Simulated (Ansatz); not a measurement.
One change: `C[SiH](C)[SnH3]` becomes `C[SiH](O)[SnH3]`.

Ansatz, PBE0-D4/def2-TZVP geometries, multiplicity 1. Each molecule was computed in one conformer, which needn't be the lowest.

Elements past krypton have def2 core potentials.

| property | `C[SiH](C)[SnH3]` |
| --- | --- |
| HOMO–LUMO gap (ωB97M-V/def2-TZVPP) / eV | 11.09 |
| HOMO–LUMO gap (PBE/def2-TZVPP) / eV | 5.85 |
| LUMO energy (ωB97M-V/def2-TZVPP) / eV | 1.68 |
| LUMO energy (PBE0/def2-TZVPP) / eV | 0.23 |
| size of the dipole moment (B3LYP/def2-TZVPP) / D | 1.68 |
| HOMO energy (ωB97M-V/def2-TZVPP) / eV | -9.41 |

Question: What does the change do to each property? (Best estimate.)

Answer: Ansatz gave: 
| property | `C[SiH](O)[SnH3]` | shift |
| --- | --- | --- |
| HOMO–LUMO gap (ωB97M-V/def2-TZVPP) / eV | 10.65 | -0.44 |
| HOMO–LUMO gap (PBE/def2-TZVPP) / eV | 5.16 | -0.69 |
| LUMO energy (ωB97M-V/def2-TZVPP) / eV | 1.29 | -0.39 |
| LUMO energy (PBE0/def2-TZVPP) / eV | -0.27 | -0.50 |
| size of the dipole moment (B3LYP/def2-TZVPP) / D | 1.61 | -0.07 |
| HOMO energy (ωB97M-V/def2-TZVPP) / eV | -9.37 | 0.04 |

With PBE0 the HOMO rises by 0.06 eV and the LUMO falls by 0.50 eV, so the gap narrows by about 0.56 eV. PBE moves the HOMO by 0.13 eV and ωB97M-V by 0.04 eV. Dipoles are sizes alone; their direction can turn.

B3LYP here is the variant with VWN-RPA as its local correlation; programs differ in this.
